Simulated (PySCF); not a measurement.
**How methods differ on the excitation energy of Fe⁺**

Fe⁺ [Ar] 3d6 4s1 (6D) → Fe⁺ [Ar] 3d7 (4F), as a difference of total energies. Calculation: PySCF 2.14, in dyall-av2z; the non-relativistic Hamiltonian (point nucleus). Correlated levels: valence: [Ar] frozen; virtual orbitals above 40 to 60 times the deepest correlated orbital energy dropped. The calculations carry no spin-orbit coupling.

```json
{"method": "UHF", "excitation energy (eV)": "1.619", "difference from reference (eV)": "+1.371"}
{"method": "MP2 (valence)", "excitation energy (eV)": "0.097", "difference from reference (eV)": "-0.151"}
{"method": "SCS-MP2 (valence)", "excitation energy (eV)": "-0.158", "difference from reference (eV)": "-0.406"}
{"method": "CCSD (valence)", "excitation energy (eV)": "0.378", "difference from reference (eV)": "+0.130"}
{"method": "CCSD(T) (valence)", "excitation energy (eV)": "0.292", "difference from reference (eV)": "+0.044"}
```

Reference: 0.248 eV (measured; NIST levels, between the centres of gravity of the two terms).

These non-relativistic numbers lack the scalar-relativistic shift.

Errors of the correlated levels include the incompleteness of this basis and the frozen core.
